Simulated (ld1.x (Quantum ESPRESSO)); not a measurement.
## iodine (I), TM: configuration errors across variants

ld1.x (Quantum ESPRESSO) 7.5 input, shortened:

```
&input
   title='I', zed=53., rel=1, dft='PBESOL', iswitch=3,
   config='[Kr] 4d10 5s2 5p4'
 /
 &inputp
   pseudotype=2, tm=.true., lloc=0,
   nlcc=.false.
 /
2
5P  2  1   4.00   0.00  1.00  1.00  0.0
5S  1  0   2.00   0.00  1.30  1.30  0.0
 &test
   configts(1)='5s2 5p4'
 /
```

All-electron excitation energies from the reference (eV): (1) 5s2 5p3 19.884; (2) 5s2 5p2 49.269; (3) 5s2 5p1 88.764.

Tests that are not counted but printed errors over 1 eV. “base”: 5s2 5p4.5 (solver errors, printed error -134 eV); 5s2 5p5 (solver errors, printed error -125 eV); 2 more. “core correction a·sin(br)/r model core inside 0.40 bohr”: 5s1 5p6 (solver errors, printed error -132 eV); 5s2 5p5 (solver errors, printed error -127 eV); 1 more. “core correction a·sin(br)/r model core inside 0.56 bohr”: all (the test run did not reproduce the reference configuration, from which every error is measured). “core correction a·sin(br)/r model core inside 0.72 bohr”: 5s2 5p5.3 (solver errors, printed error -119 eV); 5s2 5p5 (pseudo-atom not self-consistent, printed error -64.9 eV); 2 more. “core correction a·sin(br)/r model core inside 0.88 bohr”: 5s2 5p5 (solver errors, printed error -149 eV); 5s1 5p6 (pseudo-atom not self-consistent, printed error +123 eV); 2 more.

The file “core correction a·sin(br)/r model core inside 0.40 bohr” misses its own reference levels by 0.3 eV.

Errors AE − PS in meV (a dash: test not solved or not reliable):

| change | (1) | (2) | (3) | bound ghosts |
| --- | --- | --- | --- | --- |
| base | -178 | -392 | -446 | not determined |
| core correction a·sin(br)/r model core inside 0.40 bohr | -378 | -880 | -1438 | not determined |
| core correction a·sin(br)/r model core inside 0.56 bohr | – | – | – | not determined |
| core correction a·sin(br)/r model core inside 0.72 bohr | -306 | -714 | -1107 | not determined |
| core correction a·sin(br)/r model core inside 0.88 bohr | -324 | -727 | -1120 | not determined |
| core correction a·sin(br)/r model core inside 0.94 bohr | -314 | -710 | -1100 | not determined |
| core correction a·sin(br)/r model core inside 1.08 bohr | -267 | -636 | -996 | not determined |
| core correction a·sin(br)/r model core inside 1.20 bohr | -244 | -581 | -894 | not determined |

Q: Give the same row for: core correction a·sin(br)/r model core inside 0.62 bohr.

A: -304, -711, -1105; bound ghosts: not determined. Not counted: 5s2 5p5.3 (solver errors, printed error -217 eV); 5s1 5p6 (solver errors, printed error -189 eV); 2 more.
